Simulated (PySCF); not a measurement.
Symmetry of computed structures. The calculation used PySCF, PBE0-D3(BJ)/def2-SVP geometry optimisation, gas phase, def2 core potentials past Kr. The symmetry is that of the one conformer found, every atom within 0.08 Å of its image; none is proved a minimum here. Atoms past krypton carry def2 core potentials.

(1) Point group, rotor type and polarity of WO2Br2 (`[O]=[W](=[O])([Br])[Br]`)?

(2) `[H]/[P:5]=[C:3](\[CH:2]=[CH2:1])[F:4]` with C1–C2–C3–F4 0°: symmetry, top, dipole?

(3) `[CH2:1]=[CH:2][c:3]1[cH:4][cH:5][c:6]([F:7])[cH:8][cH:9]1` with C1–C2–C3–C4 180°: symmetry, top, dipole?

(4) sodium bromide, `[Na][Br]`: symmetry, top, dipole?

(5) What symmetry has `[H][In]([H])[N](C)C` (InH2(NMe2))?

(6) What symmetry has `[CH:1]#[C:2][Si@:3]([SiH3:4])([PH2:5])[N:6]([SiH3:7])[SiH3:8]` with C2–Si3–P5–H 152° and 58°, C2–Si3–N6–Si7 -62°?

## Answers

(1) C2v; asymmetric top; symmetry number 2; 4 operations, which sort the 5 atoms into 3 sets; dipole 2.03 D, along b, the twofold axis; A, B, C = 1803, 715.9, 581.8 MHz.

(2) Cs; asymmetric top; symmetry number 1; 2 operations, which sort the 9 atoms into 9 sets; dipole 2.20 D, in the ab plane, which is the mirror; A, B, C = 8954, 2619, 2027 MHz.

(3) Cs; near-prolate asymmetric top; symmetry number 1; 2 operations, which sort the 16 atoms into 16 sets; dipole 1.14 D, in the ab plane, which is the mirror; A, B, C = 5065, 969.9, 814.0 MHz; heavy atoms equivalent by symmetry: none.

(4) C∞v; linear; symmetry number 1; dipole 8.64 D, along the axis.

(5) C2v; asymmetric top; symmetry number 2; 4 operations, which sort the 12 atoms into 6 sets; dipole 0.17 D, along a, the twofold axis; A, B, C = 8715, 2169, 1775 MHz.

(6) C1; asymmetric top; symmetry number 1; this conformer is chiral (no improper operation); dipole 0.83 D; A, B, C = 822.3, 690.7, 577.4 MHz.
